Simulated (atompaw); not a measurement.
## Cutoff test, V (Z = 23), PAW (atompaw)

atompaw 4.2.0.5 input, output lines left out:

```
V 23
GGA-PBE scalarrelativistic loggrid 1500 logderivrange -7 5 301
4 4 3 0 0 0
4 0 1.5
4 1 0
3 2 3.5
0 0 0
c
c
v
v
c
v
v
v
3
2.05 1.60 1.70 1.40
n
n
y
1.5
n
y
0.05
n
bloechl sinc
4 0 troulliermartins
```

The pseudo-atom Hamiltonian at the reference potential is diagonalised in spherical Bessel functions j_l(qr) that vanish at 20 bohr, with q² up to the cutoff. All-electron valence levels (Ry): 3s -5.0113, 4s -0.3117, 3p -3.0924, 4p -0.0896, 3d -0.2650.

Problem. How do the lowest levels (Ry) of each channel move with the cutoff, and are there ghosts?

Solution.

| cutoff (Ry) | s #1 | s #2 | p #1 | p #2 | p #3 | d #1 | d #2 | f #1 | f #2 | Σ f·Δε (mRy) |
| --- | --- | --- | --- | --- | --- | --- | --- | --- | --- | --- |
| 8 | -4.3829 | -0.2675 | -1.9566 | -0.0436 | 0.0626 | 0.0387 | 0.1044 | 0.1049 | 0.2242 | 9200.8 |
| 12 | -4.8180 | -0.2973 | -2.5200 | -0.0616 | 0.0550 | 0.0115 | 0.0739 | 0.1049 | 0.2242 | 4810.5 |
| 21 | -5.0022 | -0.3106 | -2.9868 | -0.0817 | 0.0484 | -0.1634 | 0.0545 | 0.1049 | 0.2242 | 1008.9 |
| 30 | -5.0093 | -0.3115 | -3.0811 | -0.0883 | 0.0466 | -0.2368 | 0.0528 | 0.1049 | 0.2242 | 170.9 |
| 40 | -5.0098 | -0.3116 | -3.0916 | -0.0894 | 0.0463 | -0.2619 | 0.0523 | 0.1049 | 0.2242 | 18.5 |
| 50 | -5.0108 | -0.3116 | -3.0922 | -0.0896 | 0.0462 | -0.2648 | 0.0522 | 0.1049 | 0.2242 | 3.1 |
| 70 | -5.0113 | -0.3117 | -3.0923 | -0.0896 | 0.0462 | -0.2650 | 0.0522 | 0.1049 | 0.2242 | 0.5 |
| 90 | -5.0113 | -0.3117 | -3.0924 | -0.0896 | 0.0462 | -0.2650 | 0.0522 | 0.1049 | 0.2242 | 0.1 |
| 400 | -5.0113 | -0.3117 | -3.0924 | -0.0896 | 0.0462 | -0.2650 | 0.0522 | 0.1049 | 0.2242 | 0.0 |

Result: no extra level below or beside the all-electron valence levels (s, p, d, f tested); 10 mRy is reached at 45 Ry and 1 mRy at 70 Ry.
